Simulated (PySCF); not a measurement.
This PySCF input asks for the NMR shieldings of SMILES C(N)[C@]1(N2CC2)CC[SiH2]1, C$_{6}$H$_{14}$N$_{2}$Si; the geometry comes from GFN2-xTB.

```python
import basis_set_exchange as bse
import numpy as np
from pyscf import gto, dft
from pyscf.prop import nmr

atoms = """
N     1.538661   -1.990430    0.184929
C     1.627275   -0.555468   -0.033121
C     0.216583    0.003385   -0.195969
N     0.346581    1.303175   -0.810044
C     0.404080    2.512294   -0.030033
C    -0.754393    2.218765   -0.903219
C    -0.608678   -0.137054    1.112211
C    -1.485997   -1.351118    0.749029
Si   -0.916477   -1.286288   -1.075173
H     1.205703   -2.179695    1.123418
H     2.447913   -2.429151    0.088170
H     2.166227   -0.382392   -0.967345
H     2.164067   -0.020543    0.770218
H     1.143335    3.235319   -0.349289
H     0.265946    2.462419    1.045068
H    -0.845977    2.729618   -1.852997
H    -1.704664    1.970890   -0.441979
H    -1.225519    0.742519    1.295592
H     0.014219   -0.288724    1.996712
H    -2.543962   -1.188935    0.946864
H    -1.193842   -2.250148    1.286328
H    -0.360785   -2.463875   -1.717205
H    -1.905051   -0.627579   -1.939146
"""
names = dict.fromkeys(["N", "C", "Si", "H"], "pcSseg-1")
basis = {el: gto.basis.parse(bse.get_basis(n, elements=[el], fmt="nwchem")) for el, n in names.items()}
mol = gto.M(atom=atoms, basis=basis, charge=0, verbose=0)
mf = dft.RKS(mol, xc="PBE0")
mf.grids.level = 2
mf.grids.alignment = dft.numint.BLKSIZE   # the property module wants whole blocks of grid points
mf.conv_tol = 1e-9
mf.kernel()

calc = nmr.RKS(mf)   # GIAO
C = mf.mo_coeff
Co = C[:, mf.mo_occ > 0]
resp = mf.gen_response(singlet=True, hermi=2)
def vind(x):   # induced exchange potential for any number of trial vectors
    d = np.einsum("pi,xij,qj->xpq", C, 2 * x.reshape(-1, C.shape[1], Co.shape[1]), Co, optimize=True)
    return np.einsum("xpq,pi,qj->xij", resp(d - d.transpose(0, 2, 1)), C, Co, optimize=True).ravel()
mo1, _ = nmr.rhf.solve_mo1(calc, with_cphf=vind)
sigma = calc.kernel(mo1)
for i, s in enumerate(sigma):   # ppm
    w = np.linalg.eigvalsh((s + s.T) / 2)
    print("%2d %-2s iso %8.1f  s11 %8.1f  s22 %8.1f  s33 %8.1f" % (i, mol.atom_pure_symbol(i), w.mean(), *w))
```

Q: Give the expected output.

A: 
```
 0 N  iso    226.9  s11    200.9  s22    232.7  s33    247.1
 1 C  iso    130.0  s11    118.6  s22    125.5  s33    145.9
 2 C  iso    119.3  s11    102.8  s22    109.8  s33    145.3
 3 N  iso    229.4  s11    127.7  s22    262.0  s33    298.7
 4 C  iso    165.7  s11    126.3  s22    171.1  s33    199.8
 5 C  iso    166.0  s11    125.8  s22    170.4  s33    201.8
 6 C  iso    165.5  s11    139.5  s22    175.9  s33    181.1
 7 C  iso    184.2  s11    171.6  s22    181.8  s33    199.3
 8 Si iso    380.6  s11    340.9  s22    372.5  s33    428.4
 9 H  iso     30.8  s11     23.9  s22     30.9  s33     37.7
10 H  iso     30.4  s11     23.0  s22     26.7  s33     41.6
11 H  iso     28.6  s11     24.3  s22     29.2  s33     32.4
12 H  iso     28.6  s11     23.1  s22     29.8  s33     32.9
13 H  iso     30.4  s11     24.0  s22     25.9  s33     41.3
14 H  iso     30.7  s11     24.8  s22     30.9  s33     36.2
15 H  iso     30.2  s11     23.7  s22     26.0  s33     40.9
16 H  iso     30.3  s11     24.8  s22     30.2  s33     36.0
17 H  iso     29.8  s11     25.0  s22     31.8  s33     32.8
18 H  iso     30.6  s11     26.6  s22     28.8  s33     36.3
19 H  iso     30.7  s11     25.8  s22     27.7  s33     38.7
20 H  iso     30.8  s11     26.4  s22     28.9  s33     37.2
21 H  iso     26.4  s11     22.1  s22     25.5  s33     31.5
22 H  iso     27.1  s11     23.9  s22     25.9  s33     31.6
```

These numbers come from an equivalent density-fitted implementation of the same equations, which agrees with the script to about 0.01 ppm for H and up to a few tenths of a ppm for heavy atoms, so last digits may differ.

Q: Turn these shieldings into chemical shifts. Referencing at the same level of theory: ¹⁵N (σ = 267.73 ppm) vs NH3; ¹³C (σ = 186.93 ppm) and ²⁹Si (σ = 349.16 ppm) and ¹H (σ = 31.72 ppm) vs TMS.

A: Averaging equivalent atoms: N 0: 40.8; N 3: 38.3; C 2: 67.6; C 1: 56.9; C 6: 21.4; C 4/5: 21.0; C 7: 2.7; Si 8: -31.4; H 21: 5.36; H 22: 4.59; H 12: 3.09; H 11: 3.09; H 17: 1.88; H 13/16: 1.35; H 14/15: 1.30; H 18: 1.14; H 9/10: 1.08; H 19: 1.01; H 20: 0.87 ppm. Experimental scales use liquid or dissolved standards, which lie at an offset from isolated NH3 (liquid NH3: subtract about 20 ppm).

Size and cost of the density-fitted run: 230 basis functions, 52 s wall time on 1 thread of an Arm Neoverse V2, shared host; peak memory 1.1 GiB.
